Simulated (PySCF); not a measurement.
Energy of Cr⁺ (chromium, charge +1) between two integer charges

The 3d alpha orbital of [Ar] 3d5 is emptied in steps (occupation f), with all orbitals relaxed, ending at [Ar] 3d4. All numbers are calculated (PySCF 2.14, the spin-free X2C one-electron Hamiltonian (Gaussian nucleus), in aug-cc-pVTZ-DK). The exact energy is a straight line in f; departures are measured from the line between the end points of the same method.

```json
{"f": "1", "BHandHLYP (eV)": "0.000", "wB97X (eV)": "0.000", "CAM-B3LYP (eV)": "0.000"}
{"f": "0.8", "BHandHLYP (eV)": "-0.330", "wB97X (eV)": "-0.261", "CAM-B3LYP (eV)": "-0.445"}
{"f": "0.6", "BHandHLYP (eV)": "-0.507", "wB97X (eV)": "-0.405", "CAM-B3LYP (eV)": "-0.682"}
{"f": "0.4", "BHandHLYP (eV)": "-0.519", "wB97X (eV)": "-0.417", "CAM-B3LYP (eV)": "-0.695"}
{"f": "0.2", "BHandHLYP (eV)": "-0.353", "wB97X (eV)": "-0.285", "CAM-B3LYP (eV)": "-0.472"}
{"f": "0", "BHandHLYP (eV)": "0.000", "wB97X (eV)": "0.000", "CAM-B3LYP (eV)": "0.000"}
```

```json
{"method": "BHandHLYP", "E(f=0) − E(f=1) (eV)": "16.252", "−ε at f=1 (eV)": "14.252", "−ε at f=0.4 (eV)": "16.630"}
{"method": "wB97X", "E(f=0) − E(f=1) (eV)": "16.394", "−ε at f=1 (eV)": "14.825", "−ε at f=0.4 (eV)": "16.682"}
{"method": "CAM-B3LYP", "E(f=0) − E(f=1) (eV)": "16.787", "−ε at f=1 (eV)": "14.072", "−ε at f=0.4 (eV)": "17.300"}
```

Orbital energy along the path (eV):

```csv
f,BHandHLYP,wB97X,CAM-B3LYP
1,-14.252,-14.825,-14.072
0.8,-14.971,-15.370,-15.069
0.6,-15.769,-15.993,-16.148
0.4,-16.630,-16.682,-17.300
0.2,-17.541,-17.428,-18.516
0,-18.497,-18.221,-19.791
```

Reference removal energy between the ground levels: 16.486 eV (measured; NIST Atomic Spectra Database, ionization energies). The calculation has no spin-orbit coupling. The determinant left behind need not be the lowest term of the ion.
